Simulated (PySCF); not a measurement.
PySCF job for Be2F2, SMILES [F][Be][Be][F], TDA-PBE/def2-TZVPD. Coordinates come from a PBE0-D3(BJ)/def2-TZVP optimisation. One conformer was computed; it need not be the lowest.

```python
import numpy as np
from pyscf import gto, scf, dft, tdscf

mol = gto.M(
    atom='''
    F     0.00000000    0.00000000   -2.39698862
    Be    0.00000000    0.00000000   -1.02624739
    Be    0.00000000    0.00000000    1.02624739
    F     0.00000000    0.00000000    2.39698862
    ''',
    basis='def2-TZVPD',
    charge=0,
    spin=0,
    symmetry=True,
    symmetry_subgroup='D2h',
    max_memory=1600,
    verbose=4,
)
mf = dft.RKS(mol, xc='pbe').density_fit(auxbasis='def2-universal-jkfit')
mf.grids.level = 3
mf.conv_tol = 1e-9
mf.max_cycle = 100
mf.kernel()
mf.grids = dft.Grids(mol).set(level=1).build(with_non0tab=True)  # coarser grid for the response kernel
td = tdscf.TDA(mf)
td.singlet = True
td.nstates = 10
td.conv_tol = 1e-4
td.positive_eig_threshold = 1e-6
td.kernel(x0=td.get_init_guess(mf, 15))
td.analyze()
tt = tdscf.TDA(mf)
tt.singlet = False
tt.nstates = 4
tt.conv_tol = 1e-4
tt.positive_eig_threshold = 1e-6
tt.kernel(x0=tt.get_init_guess(mf, 9))
tt.analyze(verbose=3)
```

Output:

```
PySCF version 2.14.0

[INPUT] verbose = 4
[INPUT] num. atoms = 4
[INPUT] num. electrons = 26
[INPUT] charge = 0
[INPUT] spin (= nelec alpha-beta = 2S) = 0
[INPUT] symmetry True subgroup D2h
[INPUT] Mole.unit = angstrom
[INPUT] Symbol           X                Y                Z      unit          X                Y                Z       unit  Magmom
[INPUT]  1 F      0.000000000000   0.000000000000  -2.396988620000 AA    0.000000000000   0.000000000000  -4.529652015499 Bohr   0.0
[INPUT]  2 Be     0.000000000000   0.000000000000  -1.026247390000 AA    0.000000000000   0.000000000000  -1.939326503150 Bohr   0.0
[INPUT]  3 Be     0.000000000000   0.000000000000   1.026247390000 AA    0.000000000000   0.000000000000   1.939326503150 Bohr   0.0
[INPUT]  4 F      0.000000000000   0.000000000000   2.396988620000 AA    0.000000000000   0.000000000000   4.529652015499 Bohr   0.0

nuclear repulsion = 51.9920036394441
point group symmetry = Dooh, use subgroup D2h
symmetry origin: [0. 0. 0.]
symmetry axis x: [1. 0. 0.]
symmetry axis y: [0. 1. 0.]
symmetry axis z: [0. 0. 1.]
num. orbitals of irrep Ag = 29
num. orbitals of irrep B1g = 5
num. orbitals of irrep B2g = 14
num. orbitals of irrep B3g = 14
num. orbitals of irrep Au = 5
num. orbitals of irrep B1u = 29
num. orbitals of irrep B2u = 14
num. orbitals of irrep B3u = 14
number of shells = 48
number of NR pGTOs = 172
number of NR cGTOs = 124
basis = def2-TZVPD
ecp = {}


[settings echo left out]
init E= -229.223336505926
HOMO (Ag) = -0.291412893450762  LUMO (B3u) = -0.109322646507832  gap/eV = 4.95493
cycle= 1 E= -229.042421987485  delta_E= 0.181  |g|= 0.888  |ddm|= 2.63
HOMO (B3g) = -0.203584182528217  LUMO (B2u) = -0.0618148386766474  gap/eV = 3.85774
cycle= 2 E= -227.950829647004  delta_E= 1.09  |g|=  2.7  |ddm|= 1.78
HOMO (Ag) = -0.240133129555126  LUMO (B2u) = -0.0707508564994155  gap/eV = 4.60913
cycle= 3 E= -229.167576719544  delta_E= -1.22  |g|= 0.0774  |ddm|= 1.44
HOMO (Ag) = -0.272958935585905  LUMO (B2u) = -0.089858495509398  gap/eV = 4.98242
cycle= 4 E= -229.169388444667  delta_E= -0.00181  |g|= 0.0459  |ddm|= 0.188
HOMO (Ag) = -0.263416607827544  LUMO (B3u) = -0.0841165582065668  gap/eV = 4.87900
cycle= 5 E= -229.169874671307  delta_E= -0.000486  |g|= 0.00942  |ddm|= 0.0588
HOMO (Ag) = -0.263379835894845  LUMO (B2u) = -0.0842072751862079  gap/eV = 4.87553
cycle= 6 E= -229.1698893994  delta_E= -1.47e-05  |g|= 0.000741  |ddm|= 0.00467
HOMO (Ag) = -0.263517914050027  LUMO (B3u) = -0.0842915661476437  gap/eV = 4.87700
cycle= 7 E= -229.169889496059  delta_E= -9.67e-08  |g|= 5.34e-05  |ddm|= 0.000559
HOMO (Ag) = -0.263506159417339  LUMO (B2u) = -0.0842847921633012  gap/eV = 4.87686
cycle= 8 E= -229.16988949666  delta_E= -6.01e-10  |g|= 2.17e-06  |ddm|= 5.58e-05
HOMO (Ag) = -0.263506822697686  LUMO (B2u) = -0.08428521562707  gap/eV = 4.87687
Extra cycle  E= -229.169889496661  delta_E= -1.08e-12  |g|= 1.04e-06  |ddm|= 6.87e-06
converged SCF energy = -229.169889496661
tot grids = 20768
Overwritten attributes  positive_eig_threshold  of <class 'pyscf.tdscf.rks.TDA'>


******** <class 'pyscf.tdscf.rks.TDA'> for <class 'pyscf.df.df_jk.DFSymAdaptedRKS'> ********
nstates = 10 singlet
deg_eia_thresh = 1.000e-03
wfnsym = None
conv_tol = 0.0001
eigh lindep = 1e-12
eigh level_shift = 0
eigh max_cycle = 100


Excitation energies (eV)
[6.08544093 6.08544093 6.99622475 7.4647381  7.6732826  7.7058308
 7.70584265 7.7147474  7.75016177 7.75017376]

** Singlet excitation energies and oscillator strengths **
Excited State   1:  B2u      6.08544 eV    203.74 nm  f=0.3792
      13 -> 14       -0.68361
      13 -> 20        0.14933
Excited State   2:  B3u      6.08544 eV    203.74 nm  f=0.3792
      13 -> 15       -0.68361
      13 -> 21        0.14933
Excited State   3:  B1u      6.99622 eV    177.22 nm  f=0.2571
      13 -> 16        0.68209
      13 -> 22        0.14637
Excited State   4:   Ag      7.46474 eV    166.09 nm  f=0.0000
       9 -> 14        0.10940
      10 -> 15        0.10940
      13 -> 17        0.67652
      13 -> 23       -0.10578
Excited State   5:   Au      7.67328 eV    161.58 nm  f=0.0000
      11 -> 14       -0.50000
      12 -> 15        0.50000
Excited State   6:   Au      7.70583 eV    160.90 nm  f=0.0000
      11 -> 14        0.49993
      12 -> 15        0.49993
Excited State   7:  B1u      7.70584 eV    160.90 nm  f=0.0000
      11 -> 15        0.49993
      12 -> 14       -0.49993
Excited State   8:  B1g      7.71475 eV    160.71 nm  f=0.0000
       9 -> 15        0.50000
      10 -> 14       -0.50000
Excited State   9:  B1g      7.75016 eV    159.98 nm  f=0.0000
       9 -> 15        0.49993
      10 -> 14        0.49993
Excited State  10:   Ag      7.75017 eV    159.98 nm  f=0.0000
       9 -> 14        0.49993
      10 -> 15       -0.49993

** Transition electric dipole moments (AU) **
state          X           Y           Z        Dip. S.      Osc.
  1        -0.0000     -1.5948     -0.0000      2.5434      0.3792
  2        -1.5948     -0.0000      0.0000      2.5434      0.3792
  3        -0.0000      0.0000     -1.2248      1.5001      0.2571
  4        -0.0000     -0.0000     -0.0000      0.0000      0.0000
  5         0.0000      0.0000      0.0000      0.0000      0.0000
  6        -0.0000     -0.0000     -0.0000      0.0000      0.0000
  7         0.0000      0.0000     -0.0000      0.0000      0.0000
  8         0.0000      0.0000      0.0000      0.0000      0.0000
  9        -0.0000     -0.0000     -0.0000      0.0000      0.0000
 10        -0.0000     -0.0000     -0.0000      0.0000      0.0000

** Transition velocity dipole moments (imaginary part, AU) **
state          X           Y           Z        Dip. S.      Osc.
  1        -0.0000     -0.1745     -0.0000      0.0304      0.0907
  2        -0.1745      0.0000      0.0000      0.0304      0.0907
  3        -0.0000      0.0000     -0.3068      0.0941      0.2441
  4        -0.0000     -0.0000     -0.0000      0.0000      0.0000
  5         0.0000      0.0000      0.0000      0.0000      0.0000
  6        -0.0000     -0.0000     -0.0000      0.0000      0.0000
  7        -0.0000      0.0000     -0.0000      0.0000      0.0000
  8         0.0000      0.0000      0.0000      0.0000      0.0000
  9        -0.0000     -0.0000     -0.0000      0.0000      0.0000
 10        -0.0000     -0.0000      0.0000      0.0000      0.0000

** Transition magnetic dipole moments (imaginary part, AU) **
state          X           Y           Z
  1        -0.0000     -0.0000     -0.0000
  2        -0.0000      0.0000     -0.0000
  3        -0.0000     -0.0000     -0.0000
  4        -0.0000     -0.0000      0.0000
  5        -0.0000     -0.0000      0.0000
  6         0.0000      0.0000     -0.0000
  7         0.0000      0.0000     -0.0000
  8         0.0000      0.0000     -0.0000
  9        -0.0000     -0.0000     -0.0000
 10         0.0000     -0.0000     -0.0000


******** <class 'pyscf.tdscf.rks.TDA'> for <class 'pyscf.df.df_jk.DFSymAdaptedRKS'> ********
nstates = 4 triplet
deg_eia_thresh = 1.000e-03
wfnsym = None
conv_tol = 0.0001
eigh lindep = 1e-12
eigh level_shift = 0
eigh max_cycle = 100


Excitation energies (eV)
[3.86518836 3.86518837 6.11223631 6.73748613]

** Triplet excitation energies and oscillator strengths **
Excited State   1:  B2u      3.86519 eV    320.77 nm  f=0.0000
Excited State   2:  B3u      3.86519 eV    320.77 nm  f=0.0000
Excited State   3:  B1u      6.11224 eV    202.85 nm  f=0.0000
Excited State   4:   Ag      6.73749 eV    184.02 nm  f=0.0000
```

The run converged.
